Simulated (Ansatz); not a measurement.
Geometry optimisation, Ansatz, RKS PBE0-D4/def2-SVP.

Input:

```yaml
crystal:
  periodic: [false, false, false]
  atoms:
    - { symbol: "N", position_ang: [-1.4671, 0.8583, 0.8206] }
    - { symbol: Al, position_ang: [-0.2839, -0.4728, 0.3201] }
    - { symbol: Se, position_ang: [1.2531, -1.85, 0.8048] }
    - { symbol: C, position_ang: [1.4011, -0.9468, -0.9374] }
    - { symbol: S, position_ang: [2.0935, -0.5831, -2.1018] }
    - { symbol: H, position_ang: [-0.9471, 1.7416, 1.1089] }
    - { symbol: H, position_ang: [-1.9883, 1.1848, -0.0608] }
basis:
  gaussian: { orbitals: def2-SVP }
hamiltonian:
  xc: pbe0
  dispersion: d4
relax:
  f_tol: 0.015
  max_steps: 40
```

Run as:

```bash
$ ansatz run input.yaml --threads 2 --pin off --max-ram 3072MiB --backend cpu --events-out ev --progress --plain --runs-dir out
```

Where does it end, and by what steps?

The run converged. After 10 steps the energy has fallen by 2.779 eV; H6 moved furthest, 1.10 Å. The start is strongly strained (largest force component 12 eV/Å).

| step | energy less start (eV) | largest force component (eV/Å) | accepted |
| --- | --- | --- | --- |
| 0 | 0.0000 | 12.102 | yes |
| 1 | -2.1363 | 3.685 | yes |
| 2 | -2.4522 | 1.313 | yes |
| 3 | -2.5895 | 0.822 | yes |
| 4 | -2.6451 | 0.700 | yes |
| 5 | -2.7204 | 1.052 | yes |
| 6 | -2.7743 | 0.182 | yes |
| 7 | -2.7752 | 0.200 | yes |
| 8 | -2.7791 | 0.023 | yes |
| 9 | -2.7792 | 0.042 | yes |
| 10 | -2.7793 | 0.009 | yes |

```xyz
7
Properties=species:S:1:pos:R:3
N -1.316 0.995 0.622
Al 0.013 -0.082 0.232
Se 1.525 -1.631 0.899
C 1.267 -0.853 -0.983
S 2.081 -1.198 -2.314
H -1.729 1.098 1.543
H -1.780 1.603 -0.044
```

Run time: 31 s on 2 threads of AMD EPYC 7R13 Processor (Zen 3), with other jobs on the host, peak memory 0.27 GiB.
